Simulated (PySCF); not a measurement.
## Working out the ionisation energy of K

K [Ar] 4s1 (2S) → K⁺ [Ar] (1S). All numbers are calculated (PySCF 2.14, the non-relativistic Hamiltonian (point nucleus), in def2-QZVPPD (11s6p4d3f, 70 functions)). Frozen: [Ne]. Energies in hartree (1 hartree = 27.21139 eV):

| part | K (lower) | K⁺ (upper) |
| --- | --- | --- |
| UHF | -599.164594 | -599.017311 |
| MP2 opposite-spin | -0.153120 | -0.147791 |
| MP2 same-spin | -0.054769 | -0.050133 |

Q: What does Hartree-Fock give?

A: (-599.017311) − (-599.164594) = 0.147283 hartree = 4.008 eV.

Q: What do MP2 and SCS-MP2 (6/5 opposite-spin, 1/3 same-spin) give?

A: The opposite-spin parts differ by 0.145 eV and the same-spin parts by 0.126 eV. MP2: 4.008 + (0.145) + (0.126) = 4.279 eV. SCS-MP2: 4.008 + 1.2 × (0.145) + (0.126)/3 = 4.224 eV.

Measured between the centres of the two terms (NIST): 4.341 eV, so MP2 (valence and next inner shell) is off by -0.062 eV.

The calculation is non-relativistic.

What remains against the reference includes basis incompleteness, the frozen core and correlation beyond second order.
